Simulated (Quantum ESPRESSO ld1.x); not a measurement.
Tm LI, configuration [Ar] 4d1 (not the ground configuration). Method: non-relativistic Kohn-Sham, exchange-only LDA, spin-polarised, spherical densities, point nucleus; open shells are filled with parallel spins first; relativity is left out, which matters for an element this heavy; computed with ld1.x of Quantum ESPRESSO 7.5.

Radial electron density D(r) = 4 pi r^2 rho(r):

r (bohr)  D(r) (e/bohr)  spin D(r)
0.001671          6.530  -0.000189
0.001884          8.061  -0.000233
0.002108          9.779  -0.000283
0.002377          11.98  -0.000346
0.00268           14.61  -0.000422
0.003021          17.72  -0.000512
0.003406          21.36  -0.000617
0.003841          25.58  -0.000739
0.004296          30.06  -0.000868
0.004844          35.44   -0.00102
0.005461          41.40   -0.00120
0.006157          47.85   -0.00138
0.006942          54.65   -0.00158
0.007828          61.59   -0.00179
0.008755          67.96   -0.00198
0.009871          74.35   -0.00217
0.01113           79.92   -0.00232
0.01255           84.29   -0.00243
0.01415           87.15   -0.00243
0.01583           88.28   -0.00226
0.01784           87.86   -0.00176
0.02012           86.06  -0.000651
0.02268           83.50    0.00161
0.02558           81.09    0.00597
0.02884           79.90     0.0141
0.03225           80.75     0.0274
0.03637           84.33     0.0517
0.041             90.55     0.0923
0.04623           98.39      0.157
0.05213           105.9      0.256
0.05877           110.5      0.399
0.06574           110.1      0.578
0.07412           103.3      0.815
0.08357           90.62       1.08
0.09422           74.42       1.34
0.1062            58.81       1.53
0.1188            48.33       1.56
0.134             43.61       1.40
0.1511            44.94       1.01
0.1703            48.79      0.503
0.192             50.67     0.0766
0.2165            47.49    0.00164
0.2422            39.91      0.421
0.273             29.23       1.36
0.3079            19.10       2.51
0.3471            11.57       3.36
0.3914            6.853       3.53
0.4413            4.059       2.99
0.4936            2.399       2.10
0.5565            1.219       1.16
0.6274           0.5134      0.505
0.7074           0.1704      0.170
0.7976          0.04283     0.0428
0.8993         0.007870    0.00787
1.006          0.001180    0.00118
1.134         0.0001059   0.000106

D(r) has 3 maxima, at r = 0.0163, 0.0617, 0.190 bohr, and minima at 0.0293, 0.137 bohr, inside which lie 1.98, 10.54 electrons.
